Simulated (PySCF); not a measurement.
Ge(H)3(SMe) (CH6GeS), SMILES C[S][GeH3].

The structure is a stationary point at TPSSh-D3(BJ)/def2-SVP.

The numbers are results of TDA-ωB97X/def2-SVPD in PySCF, not measurements.

Vertical excitations. The molecule is in vacuum. State labels are in the subgroup Cs.

| state | symmetry | energy (eV) | λ (nm) | f | main pairs |
|---|---|---|---|---|---|
| S1 | A" | 5.55 | 223 | 0.009 | HOMO→LUMO 68 %, HOMO→LUMO+2 10 % |
| S2 | A" | 6.28 | 197 | 0.012 | HOMO→LUMO+2 60 %, HOMO→LUMO+1 23 % |
| S3 | A" | 6.88 | 180 | 0.000 | HOMO→LUMO+1 65 %, HOMO→LUMO 13 %, HOMO→LUMO+2 12 % |
| S4 | A" | 7.43 | 167 | 0.000 | HOMO→LUMO+3 73 %, HOMO→LUMO+4 17 % |
| S5 | A' | 7.46 | 166 | 0.035 | HOMO→LUMO+5 40 %, HOMO−1→LUMO 34 %, HOMO→LUMO+6 7 % |
| S6 | A" | 7.96 | 156 | 0.032 | HOMO→LUMO+4 74 %, HOMO→LUMO+3 14 % |
| S7 | A' | 8.03 | 154 | 0.197 | HOMO−1→LUMO+2 42 %, HOMO→LUMO+6 31 %, HOMO−1→LUMO+1 8 % |
| S8 | A' | 8.15 | 152 | 0.183 | HOMO→LUMO+5 21 %, HOMO→LUMO+6 20 %, HOMO−1→LUMO+2 19 %, HOMO−1→LUMO+1 13 % |
| S9 | A' | 8.22 | 151 | 0.015 | HOMO→LUMO+6 39 %, HOMO−1→LUMO+1 19 %, HOMO→LUMO+5 17 %, HOMO−1→LUMO+2 12 % |
| S10 | A" | 8.44 | 147 | 0.003 | HOMO→LUMO+7 66 %, HOMO→LUMO+2 13 % |
| T1 | A" | 5.16 | 240 | 0 | HOMO→LUMO 69 % |
| T2 | A" | 5.69 | 218 | 0 | HOMO→LUMO+2 61 %, HOMO→LUMO+7 13 % |
| T3 | A' | 6.64 | 187 | 0 | HOMO−1→LUMO 68 % |
| T4 | A" | 6.71 | 185 | 0 | HOMO→LUMO+1 82 % |
Triplets are in the Tamm–Dancoff approximation.
